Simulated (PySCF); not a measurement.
Geometry:
```tsv
atom	x (Å)	y (Å)	z (Å)
C1	-2.018	1.434	0.797
C2	-1.778	-0.026	0.420
C3	-2.769	-0.473	-0.651
C4	-0.322	-0.336	0.025
C5	0.201	0.488	-1.155
C6	1.615	0.071	-1.551
C7	2.575	0.161	-0.371
C8	2.063	-0.642	0.820
C9	0.647	-0.226	1.204
H10	-1.896	2.100	-0.072
H11	-1.330	1.779	1.583
H12	-3.043	1.575	1.172
H13	-1.978	-0.634	1.322
H14	-2.614	-1.528	-0.927
H15	-2.674	0.130	-1.568
H16	-3.806	-0.366	-0.299
H17	-0.310	-1.396	-0.295
H18	0.209	1.557	-0.878
H19	-0.475	0.397	-2.020
H20	1.975	0.692	-2.388
H21	1.595	-0.969	-1.924
H22	2.684	1.220	-0.073
H23	3.581	-0.182	-0.664
H24	2.742	-0.528	1.681
H25	2.068	-1.716	0.562
H26	0.281	-0.839	2.045
H27	0.666	0.817	1.567
```

Geometry: PBE0-D3(BJ)/def2-SVP; GIAO shifts from PySCF 2.14.0 with density-fitted response routines, gas phase, non-relativistic, averaged over equivalent atoms.

At B97-2/pcSseg-1 (243 basis functions, 88 s wall time on 1 thread of an Arm Neoverse N1, shared host):
```tsv
atoms	δ (ppm)
C4	44.7
C2	35.2
C5/C9	30.6
C6/C8	29.5
C7	29.4
C1/C3	20.1
H20/H24	1.65
H23	1.53
H19/H26	1.35
H13	1.25
H21/H25	1.17
H22	1.07
H18/H27	0.98
H10/H11/H12/H14/H15/H16	0.88
H17	0.86
```

References, each an isolated molecule treated in the same way: TMS for ¹³C (σ = 183.69 ppm) and ¹H (σ = 31.38 ppm).

Question: Estimate the result of repeating the calculation with PBE0/pcSseg-1.

Answer: 
| atoms | δ at PBE0/pcSseg-1 | change |
| --- | --- | --- |
| C4 | 45.1 | +0.4 |
| C2 | 35.1 | -0.1 |
| C5/C9 | 30.6 | +0.0 |
| C6/C8 | 29.3 | -0.2 |
| C7 | 29.2 | -0.2 |
| C1/C3 | 20.0 | -0.1 |
| H20/H24 | 1.65 | +0.00 |
| H23 | 1.53 | +0.00 |
| H19/H26 | 1.34 | -0.01 |
| H13 | 1.25 | +0.00 |
| H21/H25 | 1.16 | -0.01 |
| H22 | 1.05 | -0.02 |
| H18/H27 | 0.96 | -0.02 |
| H10/H11/H12/H14/H15/H16 | 0.86 | -0.02 |
| H17 | 0.83 | -0.03 |

Referencing at the same level of theory: TMS for ¹³C (σ = 184.41 ppm) and ¹H (σ = 31.27 ppm).

The largest change is at C4 (sp3 CH in a ring). Cost: 243 basis functions, 97 s wall time on 1 thread of an Arm Neoverse N1, shared host. The order of the carbon signals is the same at both levels.

The carbons averaged at δ 30.6 differ by 8 ppm in this conformer.
